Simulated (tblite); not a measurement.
C₆H₆F₃S (charge -1).
Numbering: `[CH:1]#[C:2][C@@H:3]([C@H:4]([CH3:5])[S-:6])[C:7]([F:8])([F:9])[F:10]` (hydrogens: H11 on C1; H12 on C3; H13 on C4; H14, H15, H16 on C5)
Bond orders are those of one Lewis drawing.

Computed with GFN2-xTB (tblite), gas phase: L-BFGS steps from a force-field or distance-geometry start until the largest atomic force falls under 0.01 eV/Å.

Step 7: E = -911.9775 eV
```
atom  x, y, z in Å  |  force x, y, z in eV/Å
C1     -1.1754    2.3246    0.4571    0.010   0.013   0.033
C2     -0.8938    1.2568   -0.0047    0.059   0.053   0.035
C3     -0.5473   -0.0181   -0.5866   -0.112  -0.043   0.047
C4      0.9853   -0.3098   -0.6108    0.053  -0.033  -0.074
C5      1.6729   -0.0673    0.7283   -0.013  -0.004  -0.029
S6      1.7650    0.6307   -1.9353   -0.038   0.071  -0.030
C7     -1.3235   -1.1182    0.1156   -0.014  -0.049   0.005
F8     -1.0579   -1.2675    1.4264   -0.027   0.033   0.023
F9     -1.1212   -2.3313   -0.4321    0.011  -0.070  -0.009
F10    -2.6717   -0.9450    0.0583   -0.002   0.081  -0.025
H11    -1.4017    3.2695    0.8515    0.004  -0.015   0.013
H12    -0.8960   -0.0254   -1.6285    0.090  -0.010  -0.023
H13     1.0767   -1.3741   -0.8669    0.032  -0.109  -0.008
H14     1.2223   -0.6512    1.5349    0.050   0.062  -0.004
H15     1.6399    0.9919    0.9775   -0.055  -0.002   0.010
H16     2.7186   -0.3567    0.6218   -0.049   0.021   0.037
```

Step 8: E = -911.9797 eV
```
atom  x, y, z in Å  |  force x, y, z in eV/Å
C1     -1.1743    2.3223    0.4575   -0.002   0.061   0.055
C2     -0.8894    1.2554   -0.0032    0.034   0.031   0.027
C3     -0.5486   -0.0205   -0.5846   -0.010  -0.035   0.013
C4      0.9849   -0.3115   -0.6105    0.038  -0.031  -0.099
C5      1.6712   -0.0665    0.7282   -0.003  -0.035  -0.028
S6      1.7616    0.6330   -1.9378   -0.056   0.044   0.011
C7     -1.3246   -1.1203    0.1178    0.002   0.024  -0.050
F8     -1.0601   -1.2660    1.4289   -0.037   0.003   0.005
F9     -1.1195   -2.3314   -0.4332   -0.028  -0.066   0.035
F10    -2.6720   -0.9404    0.0574    0.004   0.028  -0.015
H11    -1.4011    3.2676    0.8517    0.011  -0.024   0.009
H12    -0.8881   -0.0243   -1.6292    0.042  -0.024  -0.010
H13     1.0776   -1.3759   -0.8698    0.035  -0.077   0.010
H14     1.2221   -0.6494    1.5370    0.052   0.059  -0.021
H15     1.6361    0.9922    0.9763   -0.049   0.016   0.008
H16     2.7165   -0.3554    0.6202   -0.033   0.025   0.050
```

**Question.** Estimate the geometry and energy of step 9. (The exact step hangs on the optimiser's Hessian estimate; all steps are aligned on step 8, rigid shifts and turns removed.)

**Answer.** E = -911.9810 eV, largest force 0.093 eV/Å
```
atom  x, y, z in Å  |  force x, y, z in eV/Å
C1     -1.1735    2.3217    0.4586    0.001   0.048   0.049
C2     -0.8861    1.2553   -0.0018    0.017   0.002   0.017
C3     -0.5497   -0.0222   -0.5832    0.070  -0.011  -0.018
C4      0.9853   -0.3133   -0.6121    0.017  -0.030  -0.071
C5      1.6700   -0.0663    0.7272    0.000  -0.026  -0.029
S6      1.7587    0.6355   -1.9392   -0.063   0.025   0.027
C7     -1.3255   -1.1217    0.1184    0.009   0.052  -0.059
F8     -1.0619   -1.2649    1.4304   -0.042  -0.014  -0.016
F9     -1.1189   -2.3329   -0.4332   -0.054  -0.041   0.063
F10    -2.6721   -0.9371    0.0565    0.006  -0.007  -0.013
H11    -1.4007    3.2666    0.8522    0.011  -0.010   0.015
H12    -0.8827   -0.0241   -1.6299    0.007  -0.027   0.001
H13     1.0789   -1.3786   -0.8713    0.033  -0.042   0.014
H14     1.2230   -0.6472    1.5379    0.034   0.040  -0.022
H15     1.6329    0.9924    0.9759   -0.044   0.016  -0.006
H16     2.7148   -0.3543    0.6204   -0.004   0.025   0.048
```

The energy changes by -0.0013 eV. The first-order estimate −F·Δx gives -0.0019 eV and the mean of the old and new forces, exact on a quadratic surface, -0.0014 eV. The step makes an angle of 51° with the force vector and moves no atom by more than 0.005 Å.

The cost below is that of the whole relaxation. The run took 0.37 s wall on one thread of an Arm Neoverse V1, no GPU (shared host).
